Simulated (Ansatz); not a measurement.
Born–Oppenheimer molecular dynamics of GaH2OS (5 atoms, charge 0, multiplicity 2). It starts at the highest image of a converged band. Of that band: Neighbouring images differ by up to 1.5 eV, so the band resolves the path poorly. A vibrational analysis at the climbing image gives one clearly imaginary mode, 85i cm⁻¹: a first-order saddle point.

Method: UKS B3LYP/def2-SVPD (Ansatz 0.2.0).

```json
{"ensemble": "NVE (velocity Verlet)", "time step": "0.5 fs", "steps asked": "200", "starting velocities drawn for": "100 K", "seed": "5207"}
```

First frame:

```xyz
5
Properties=species:S:1:pos:R:3
O -0.775 -0.039 -0.673
S -0.789 0.324 1.039
Ga 1.377 0.909 -0.483
H -0.895 -0.995 -0.769
H 1.082 -0.199 0.886
```

(1) How far do the bonds stretch over the last three quarters of this one trajectory? (Pairs bonded in most of those frames.)

## Answers

(1) 
```tsv
bond	mean (Å)	spread (Å)	shortest	longest
O1–S2	1.755	0.005	1.75	1.76
O1–Ga3	2.321	0.018	2.30	2.37
O1–H4	0.969	0.006	0.96	0.98
S2–Ga3	2.671	0.018	2.65	2.71
Ga3–H5	1.777	0.059	1.68	1.89
```

Mean temperature of the second half: 51 K. The conserved energy stayed within 0.03 meV per atom of its start (net change 0.013 meV per atom), so the integration is sound. The temperature averaged 0.51 of the 100 K drawn at the start: a run that starts near a minimum puts about half its kinetic energy into the potential. A run of 0.1 ps of so small a system gives no equilibrium averages.

Time of the run: 14 min on 2 threads of Arm Neoverse V1 (shared host), peak memory 0.3 GiB.
